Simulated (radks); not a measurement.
Ionisation of the tellurium ion Te+, [Kr] 4d10 5s2 5p3, to [Kr] 4d10 5s2 5p2 as the strength of local exchange is varied. All-electron calculation, scalar-relativistic Kohn-Sham, Slater X-alpha exchange (alpha = 2/3 is LDA exchange), no correlation, spin-polarised, spherical densities, finite nucleus; open shells are filled with parallel spins first (spin-orbit coupling, left out, can overturn this in heavy ions); Fermi nuclear charge, rms radius 4.7423 fm. Program: a radial shooting solver on a logarithmic mesh with Libxc functionals.

alpha  E(Te+) (hartree)  exchange (hartree)  IE (eV)  -e of the level emptied (eV)  <r> of it (bohr)
0.667       -6783.49562          -164.73490   17.902                   13.723 (5p)             2.488
0.674       -6785.22895          -166.50437   17.990                   13.807 (5p)             2.484
0.736       -6800.59975          -182.21350   18.772                   14.554 (5p)             2.449
0.768       -6808.54605          -190.34723   19.182                   14.947 (5p)             2.432
x           -6788.20135          -169.53970   18.140                   13.950 (5p)             2.477

Which alpha was used in the last row?

Answer. alpha = 0.686. NIST Atomic Spectra Database: 18.6 +/- 0.4 eV (measured). The Delta-SCF value meets it near alpha = 0.72. Open shells are spherical and high-spin; term and fine-structure splittings are not resolved. Spin-orbit splitting is averaged out at the scalar-relativistic level.
